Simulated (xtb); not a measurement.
CF3O3S (SMILES O=S(=O)([O-])C(F)(F)F), charge -1, singlet, geometry from GFN2-xTB; GFN2-xTB (xtb).

Input for xtb:
```
$ xtb mol.xyz --gfn 2 --chrg -1 --ohess --json

# file mol.xyz
8

O      1.43759940    -0.31893974     1.17113549
S      0.92357543    -0.03591358    -0.15049648
O      1.20167442     1.28840781    -0.66027026
O      1.03510126    -1.11234754    -1.10960410
C     -0.92892797     0.03612172     0.15136868
F     -1.26275110     0.99198614     1.03329425
F     -1.40924817    -1.11942013     0.63811600
F     -1.61673848     0.29420318    -0.97256107
```

Output, abridged:

```
   ID    Z sym.   atoms
    1    8 O      1, 3, 4
    2   16 S      2
    3    6 C      5
    4    9 F      6-8

           -------------------------------------------------
          |                Calculation Setup                |
           -------------------------------------------------

           -------------------------------------------------
          |                 G F N 2 - x T B                 |
           -------------------------------------------------

          ...................................................
          :                      SETUP                      :
          :.................................................:
          :  # basis functions                  38          :
          :  # atomic orbitals                  37          :
          :  # shells                           17          :
          :  # electrons                        50          :
          :  max. iterations                   250          :
          :  Hamiltonian                  GFN2-xTB          :
          :  restarted?                      false          :
          :  GBSA solvation                  false          :
          :  PC potential                    false          :
          :  electronic temp.          300.0000000     K    :
          :  accuracy                    1.0000000          :
          :  -> integral cutoff          0.2500000E+02      :
          :  -> integral neglect         0.1000000E-07      :
          :  -> SCF convergence          0.1000000E-05 Eh   :
          :  -> wf. convergence          0.1000000E-03 e    :
          :  Broyden damping             0.4000000          :
          :  net charge                         -1          :
          :  unpaired electrons                  0          :
          ...................................................

 iter      E             dE          RMSdq      gap      omega  full diag
   1    -32.0611389 -0.320611E+02  0.865E+00    7.82       0.0  T
   2    -32.1395219 -0.783830E-01  0.592E+00    8.39       1.0  T
   3    -32.1484746 -0.895273E-02  0.279E+00    8.27       1.0  T
   4    -32.1526750 -0.420038E-02  0.624E-01    8.20       1.0  T
   5    -32.1529893 -0.314329E-03  0.348E-01    8.23       1.0  T
   6    -32.1531007 -0.111402E-03  0.107E-01    8.23       1.0  T
   7    -32.1531106 -0.990479E-05  0.671E-02    8.22       1.0  T
   8    -32.1531168 -0.614986E-05  0.556E-03    8.21       6.4  T
   9    -32.1531168 -0.248765E-07  0.316E-03    8.21      11.2  T
  10    -32.1531168 -0.106003E-07  0.462E-04    8.21      76.5  T
  11    -32.1531168 -0.271022E-09  0.586E-05    8.21     603.3  T

   *** convergence criteria satisfied after 11 iterations ***

         :::::::::::::::::::::::::::::::::::::::::::::::::::::
         ::                     SUMMARY                     ::
         :::::::::::::::::::::::::::::::::::::::::::::::::::::
         :: total energy             -32.054461274173 Eh    ::
         :: gradient norm              0.000019954041 Eh/a0 ::
         :: HOMO-LUMO gap              8.214228328892 eV    ::
         ::.................................................::
         :: SCC energy               -32.153114600320 Eh    ::
         :: -> isotropic ES            0.212458707091 Eh    ::
         :: -> anisotropic ES         -0.013599732362 Eh    ::
         :: -> anisotropic XC         -0.024921006139 Eh    ::
         :: -> dispersion             -0.007060952310 Eh    ::
         :: repulsion energy           0.098653326147 Eh    ::
         :: add. restraining           0.000000000000 Eh    ::
         :: total charge              -1.000000000000 e     ::
         :::::::::::::::::::::::::::::::::::::::::::::::::::::

      -----------------------------------------------------------
     |                   =====================                   |
     |                        A N C O P T                        |
     |                   =====================                   |
[...]
 * total energy  :   -32.0544613 Eh     change       -0.1520561E-11 Eh
   *** GEOMETRY OPTIMIZATION CONVERGED AFTER 1 ITERATIONS ***
         :: total energy             -32.054461274175 Eh    ::
[...]
 Raman intensities (Ä⁴*amu⁻¹)
   1:  0.00   2:  0.00   3:  0.00   4:  0.00   5:  0.00   6:  0.00   7:  0.00   8:  0.00
   9:  0.00  10:  0.00  11:  0.00  12:  0.00  13:  0.00  14:  0.00  15:  0.00  16:  0.00
  17:  0.00  18:  0.00  19:  0.00  20:  0.00  21:  0.00  22:  0.00  23:  0.00  24:  0.00
 output can be read by thermo (or use thermo option).
 writing <g98.out> molden fake output.
 recommended (thermochemical) frequency scaling factor: 1.0
           -------------------------------------------------
          |             Thermodynamic Functions             |
           -------------------------------------------------

c3v symmetry found (for desy threshold:  0.10E+00) used in thermo

          ...................................................
          :                      SETUP                      :
          :.................................................:
          :  # frequencies                          18      :
          :  # imaginary freq.                       0      :
          :  linear?                             false      :
          :  only rotor calc.                    false      :
          :  symmetry                              c3v      :
          :  rotational number                       3      :
          :  scaling factor                  1.0000000      :
          :  rotor cutoff                   50.0000000 cm⁻¹ :
          :  imag. cutoff                  -20.0000000 cm⁻¹ :
          :.................................................:

    mode    ω/cm⁻¹     T·S(HO)/kcal·mol⁻¹    T·S(FR)/kcal·mol⁻¹   T·S(vib)
   ------------------------------------------------------------------------
       1     44.52    -1.50480 ( 38.59%)    -1.09054 ( 61.41%)    -1.25042
       2    110.54    -0.97177 ( 95.98%)    -0.82135 (  4.02%)    -0.96573
       3    110.55    -0.97175 ( 95.98%)    -0.82134 (  4.02%)    -0.96570
       4    270.47    -0.47502 ( 99.88%)    -0.55639 (  0.12%)    -0.47511
   ------------------------------------------------------------------------

   temp. (K)  partition function   enthalpy   heat capacity  entropy
                                   cal/mol     cal/K/mol   cal/K/mol   J/K/mol
 298.15  VIB   124.                 3138.345     19.127     19.216
         ROT  0.112E+06              888.752      2.981     26.086
         INT  0.139E+08             4027.097     22.108     45.302
         TR   0.176E+28             1481.254      4.968     40.889
         TOT                        5508.3514    27.0763    86.1916   360.6256

       T/K    H(0)-H(T)+PV         H(T)/Eh          T*S/Eh         G(T)/Eh
   ------------------------------------------------------------------------
    298.15    0.877812E-02    0.337674E-01    0.409524E-01   -0.718499E-02
   ------------------------------------------------------------------------

         :::::::::::::::::::::::::::::::::::::::::::::::::::::
         ::                  THERMODYNAMIC                  ::
         :::::::::::::::::::::::::::::::::::::::::::::::::::::
         :: total free energy         -32.061646268321 Eh   ::
         ::.................................................::
         :: total energy              -32.054461274175 Eh   ::
         :: zero point energy           0.024989294668 Eh   ::
         :: G(RRHO) w/o ZPVE           -0.032174288813 Eh   ::
         :: G(RRHO) contrib.           -0.007184994146 Eh   ::
         :::::::::::::::::::::::::::::::::::::::::::::::::::::

optimized geometry written to: xtbopt.xyz

           -------------------------------------------------
          | TOTAL ENERGY              -32.054461274175 Eh   |
          | TOTAL ENTHALPY            -32.020693862824 Eh   |
          | TOTAL FREE ENERGY         -32.061646268321 Eh   |
          | GRADIENT NORM               0.000020582545 Eh/α |
          | HOMO-LUMO GAP               8.214235184444 eV   |
           -------------------------------------------------

normal termination of xtb
```
